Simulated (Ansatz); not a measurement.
Basis-set series for `O[Si](O)(O)[O][AlH][F]`. Total charge 0; spin multiplicity 1. All single points use the PBE0-D4/def2-TZVP geometry. It is one conformer, not always the lowest.

```
functional       basis  functions  energy (Eh)  HOMO (eV)  LUMO (eV)
   PBE0-D4    def2-SVP        126   -934.26630      -8.67      -0.37
   PBE0-D4  def2-TZVPP        295   -934.98602      -8.95      -0.60
   ωB97M-V    def2-SVP        126   -934.77285     -11.11       1.32
   ωB97M-V  def2-TZVPP        295   -935.50100     -11.42       0.94
```

(1) Give the rows for def2-QZVPP. (Estimate.)

Answers

(1) Ansatz gave: 
```json
{"functional": "PBE0-D4", "basis": "def2-QZVPP", "functions": "545", "energy (Eh)": "-935.02901", "HOMO (eV)": "-9.01", "LUMO (eV)": "-0.70"}
{"functional": "ωB97M-V", "basis": "def2-QZVPP", "functions": "545", "energy (Eh)": "-935.54132", "HOMO (eV)": "-11.49", "LUMO (eV)": "0.59"}
```

Positive LUMOs are unbound and depend on the basis.
